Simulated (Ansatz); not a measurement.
Computed with Ansatz on PBE0-D4/def2-TZVP structures; ΔE is electronic, products minus reactants. CCSD(T)/CBS is the MP2 limit (def2-TZVPP, def2-QZVPP) plus CCSD(T) − MP2 in def2-TZVPP, frozen cores. Each species was taken in one conformer, which may not be the lowest.

Consider the redistribution: `C[SiH2]S[SiH3]` + `COB(C)S` → `CO[SiH2]S[SiH3]` + `CB(C)S`.

`C[SiH2]S[SiH3]`:

```xyz
12

C    -0.564   -1.574   -1.733
Si    0.311   -0.512   -0.478
S    -1.174    0.677    0.512
Si    0.115    1.745    1.834
H    -1.087   -0.955   -2.465
H    -1.293   -2.226   -1.247
H     0.158   -2.200   -2.264
H     1.307    0.382   -1.126
H     1.029   -1.343    0.526
H     1.112    2.544    1.075
H    -0.754    2.647    2.628
H     0.840    0.816    2.739
```

`COB(C)S`:

Z-matrix (Å, degrees):
```
C
O 1 1.412
H 1 1.094 2 111.0
H 1 1.090 2 107.8 3 119.4
H 1 1.094 2 111.0 3 -121.2
B 2 1.353 1 122.7 3 60.1
S 6 1.831 2 118.6 1 -0.0
C 6 1.566 2 119.0 1 179.9
H 7 1.341 6 95.7 2 180.0
H 8 1.094 6 111.1 2 -120.1
H 8 1.094 6 111.2 2 121.4
H 8 1.092 6 111.3 2 0.6
```

`CO[SiH2]S[SiH3]`:

Cartesian coordinates in Å:
```
C 0.660 -1.940 0.415
O 1.620 -0.912 0.514
Si 1.343 0.639 0.082
S -0.275 1.519 1.169
Si -1.769 1.344 -0.348
H -0.202 -1.737 1.060
H 0.308 -2.061 -0.616
H 1.128 -2.871 0.736
H 0.998 0.727 -1.364
H 2.583 1.372 0.408
H -3.052 1.732 0.286
H -1.861 -0.053 -0.847
H -1.482 2.242 -1.495
```

`CB(C)S`:

```xyz
11

C    -0.692    0.803    0.814
B     0.239    0.097   -0.230
C     0.234   -1.462   -0.404
S     1.347    1.018   -1.303
H    -0.737    0.240    1.752
H    -1.715    0.800    0.416
H    -0.434    1.839    1.040
H     0.805   -1.836   -1.255
H     0.647   -1.920    0.503
H    -0.792   -1.837   -0.483
H     1.098    2.258   -0.850
```

```json
{"species": "`C[SiH2]S[SiH3]`", "CCSD(T)/CBS(def2) energy (Eh)": "-1018.85612"}
{"species": "`COB(C)S`", "CCSD(T)/CBS(def2) energy (Eh)": "-578.14380"}
{"species": "`CO[SiH2]S[SiH3]`", "CCSD(T)/CBS(def2) energy (Eh)": "-1094.05100"}
{"species": "`CB(C)S`", "CCSD(T)/CBS(def2) energy (Eh)": "-502.93918"}
```

(1) Work out ΔE.

Largest T1 diagnostic among the species: 0.012.

## Answers

(1) ΔE = (-1094.05100) + (-502.93918) − (-1018.85612) − (-578.14380) = 0.00974 Eh = +6.1 kcal/mol.

At CCSD(T), def2-SVP lies +4.6 kcal/mol from the extrapolated value and def2-TZVPP +0.4 kcal/mol. From BLYP to BHLYP (50 % exact exchange), in def2-TZVPP and without D4, ΔE moves by −0.9 kcal/mol. In def2-TZVPP, CCSD(T) changes the Hartree–Fock value by +1.1 kcal/mol (the triples alone add +0.2 kcal/mol) and MP2 by +0.8 kcal/mol.
